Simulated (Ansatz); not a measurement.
Program: Ansatz. Geometries: PBE0-D4/def2-TZVP. ΔE: electronic, gas phase. CCSD(T)/CBS is the MP2 limit (def2-TZVPP, def2-QZVPP) plus CCSD(T) − MP2 in def2-TZVPP, frozen cores. Elements past krypton have def2 core potentials. For In outer-core shells are correlated without core-valence functions, which leaves a few kJ/mol of doubt a bond. One conformer a species, not always the lowest.

`CSC` + `[OH][In]([OH])[OH]` → `C[S+](C)[In-]([OH])([OH])[OH]`  (adduct formation)

`CSC`:

```xyz
9

C     0.132   -0.756    1.134
S    -0.701   -0.835   -0.454
C    -0.156    0.727   -1.150
H     1.216   -0.709    1.011
H    -0.119   -1.669    1.676
H    -0.209    0.102    1.717
H     0.931    0.759   -1.249
H    -0.600    0.811   -2.142
H    -0.494    1.570   -0.543
```

`[OH][In]([OH])[OH]`:

Z-matrix (Å, degrees):
```
In
O 1 1.973
O 1 1.973 2 120.0
O 1 1.972 2 120.0 3 -180.0
H 2 0.961 1 112.1 3 0.0
H 3 0.961 1 112.1 2 -180.0
H 4 0.961 1 112.2 2 0.0
```

`C[S+](C)[In-]([OH])([OH])[OH]`:

Cartesian coordinates in Å:
```
C 0.135 1.923 0.496
S 1.255 0.525 0.325
C 0.911 -0.367 1.849
In -0.347 -0.825 -1.308
O 0.687 -2.470 -1.757
O -0.624 0.652 -2.627
O -1.777 -0.967 0.105
H -0.860 1.560 0.758
H 0.512 2.608 1.254
H 0.097 2.416 -0.475
H 1.501 -1.283 1.822
H -0.151 -0.608 1.899
H 1.223 0.236 2.702
H 0.284 -3.249 -1.367
H -0.231 0.457 -3.481
H -2.615 -0.607 -0.194
```

```
             level  ΔE (kJ/mol)
   CCSD/def2-TZVPP        -82.5
SCS-MP2/def2-QZVPP        -85.1
```

Q: What does CCSD(T)/CBS give? (Estimate.)

A: The calculation gave: -94.1 kJ/mol. The listed levels differ from it by 11.6, 9.0 kJ/mol.

Largest T1 diagnostic among the species: 0.017.

The D4 term adds −25.3 kJ/mol with B3LYP and −14.5 kJ/mol with PBE0; it sums over pairs of atoms, weighted by their polarisabilities, and B3LYP, whose exchange is more repulsive, gets the larger term. From PBE to PBE0 (25 % exact exchange), in def2-TZVPP and without D4, ΔE moves by −5.5 kJ/mol. In def2-TZVPP, CCSD(T) changes the Hartree–Fock value by −29.8 kJ/mol (the triples alone add −4.6 kJ/mol) and MP2 by −34.1 kJ/mol.

B3LYP here is the variant with VWN-RPA as its local correlation; programs differ in this.
